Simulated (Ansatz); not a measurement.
A search over several starts for the lowest SCF solution of the cluster CdCl3⁻ at the given spin, in a small basis.

```yaml
crystal:
  periodic: [false, false, false]
  atoms:
    - {symbol: Cd, position_ang: [0.000249, -0.000261, 0.000658]}
    - {symbol: Cl, position_ang: [0.068500, 2.419634, 0.061377]}
    - {symbol: Cl, position_ang: [-2.126928, -1.153288, 0.096735]}
    - {symbol: Cl, position_ang: [2.058188, -1.266095, -0.158770]}
basis:
  gaussian: {orbitals: def2-SVP, initial_orbitals: start.molden}
total_charge: -1
hamiltonian: {xc: pbe0, dispersion: d4}
output: {orbitals: {seedname: orbitals}}
```

The file start.molden holds the orbitals of an earlier run on this structure, at another level or in another basis.

```sh
$ ansatz run in.yaml --threads 4 --pin off --events-out ev --progress --plain --max-ram 3916MiB
```

Output, abridged:

```
Functional definition: PBE0
  name "PBE0"
  cite "Adamo & Barone, J. Chem. Phys. 110, 6158 (1999) doi:10.1063/1.478522"
  cite "Perdew, Burke & Ernzerhof, Phys. Rev. Lett. 77, 3865 (1996) doi:10.1103/PhysRevLett.77.3865"
  parent pbe
  parameter a = 0.25
  parameter kappa = 0.804
  parameter beta = 0.06672455060314922
  exchange = (1 - a)*pbe_x(kappa = kappa, mu = beta*pi^2/3) + a*exact_x
  correlation = pbe_c(beta = beta)
802 factors; integrals over basis functions are off by at most 4.9e-4 eV
mean field evaluation 1: about -42100.5553 eV, gradient 3.0e2 eV
mean field evaluation 2: about -42111.4064 eV, gradient 1.7e1 eV
mean field evaluation 4: about -42114.1569 eV, gradient 2.5e-1 eV
mean field evaluation 8: about -42114.3159 eV, gradient 6.4e-6 eV
mean field evaluation 16: about -42114.3159 eV, gradient 7.5e-2 eV
mean field -42114.31591386 eV, -1547.6725637256 hartree, gradient 2.0e-5 eV, S^2 0.000000; 1 other end points of the search recorded, 0 dependent functions left out
reference -42114.31594527 eV, -1547.6725648799 hartree; 36, 36 occupied and 49, 49 virtual orbitals, 802 factors
Total energy: -42114.43937146 eV, -1547.6771007088 hartree
```

It took 1.4 s on 4 threads of Arm Neoverse V1 on a shared host.

In the def2 sets Cd takes a core potential; there is no spin–orbit coupling. The structure comes from a short search, and lower isomers may exist.
